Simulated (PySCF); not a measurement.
Working with the constants of WO

PBE0 constants of WO, ³Σ⁻ (triplet), unpaired electrons δ ↑↑ (basis W cc-pVDZ-PP with ECP60, O cc-pVDZ; scalar-relativistic core potentials; PySCF 2.14; masses 183.9509 and 15.9949 u):

```
ωe              : 1108.5 cm⁻¹
ωexe            : 3.72 cm⁻¹
Be              : 0.42189 cm⁻¹
αe              : 0.00185 cm⁻¹
D (centrifugal) : 2.44e-07 cm⁻¹
```

(1) Give the vibrational terms G(v) and spacings up to v = 6.

De is left out where the level can put another filling of the metal’s s and d shells below the measured ground configuration, by anything from nothing to about 1 eV. Spin–orbit coupling is left out, which matters for elements this heavy, above all for dissociation energies. The state is the lowest single determinant that the PBE0 search found; with open d or f shells the true ground state can be another one.

Results:

(1) G(v) = ωe(v+½) − ωexe(v+½)².

| v | G(v) (cm⁻¹) | G(v) − G(v−1) | Bv (cm⁻¹) |
| --- | --- | --- | --- |
| 0 | 553 |  | 0.4210 |
| 1 | 1654 | 1101 | 0.4191 |
| 2 | 2748 | 1094 | 0.4173 |
| 3 | 3834 | 1086 | 0.4154 |
| 4 | 4913 | 1079 | 0.4136 |
| 5 | 5984 | 1071 | 0.4117 |
| 6 | 7048 | 1064 | 0.4099 |
